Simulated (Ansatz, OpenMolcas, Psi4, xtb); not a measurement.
# Ligand exchange: CHBrCl2 + BCl2F → CHBrClF + BCl3

Gas-phase species: CHBrCl2 (bromodichloromethane) `ClC(Cl)Br`, singlet; BCl2F (dichlorofluoroborane) `FB(Cl)Cl`, singlet; CHBrClF (bromochlorofluoromethane) `FC(Cl)Br`, singlet; BCl3 (boron trichloride) `ClB(Cl)Cl`, singlet. The partners trade Cl for F: C–Cl and B–F bonds give way to C–F and B–Cl.

Shapes, held fixed at every level: PBE0-D4/def2-TZVP. Programs: Ansatz 0.2.0, OpenMolcas 26.06, Psi4 1.11, xtb 6.7.1. A level may come from different programs for different species; with the same settings they agree closely. The zero-point and thermal change to 298 K, harmonic and unscaled (PBE0-D4/def2-TZVP), is +0.2 kJ/mol.

Problem. Estimate the reaction enthalpy at 298 K.

Solution. From tabulated heats of formation (Active Thermochemical Tables, NIST-JANAF tables), ΔH(298 K) = +61.1 kJ/mol. Nearest: CCSD(T)/def2-TZVPP (-4.5); farthest: GFN1-xTB (-62.4). 5 of 9 levels lie within 10 kJ/mol. The tabulated value of BCl2F is in doubt (older tables, estimates, or at odds with other calculations) and kept here. The wrong sign comes from GFN1-xTB. Relativity is left out for Br. Outer-core shells of Br are correlated, in sets that cover them unevenly.

```tsv
level	kind	ΔH (kJ/mol)	computed − measured
GFN1-xTB	semi-empirical	-1.4	-62.4
HF/def2-TZVPP	Hartree–Fock	+56.2	-4.8
PBE-D4/def2-TZVPP	GGA	+46.6	-14.5
B3LYP/6-31G* (Cartesian functions)	global hybrid	+51.8	-9.3
PBE0-D4/def2-TZVPP	global hybrid	+49.1	-12.0
r2SCAN0-D4/def2-TZVPP	global hybrid	+50.6	-10.5
wB97M-V/def2-TZVPP	range-separated hybrid	+52.9	-8.1
B2PLYP/def2-TZVPP	double hybrid	+55.6	-5.5
CCSD(T)/def2-TZVPP	coupled cluster or CI	+56.6	-4.5
```
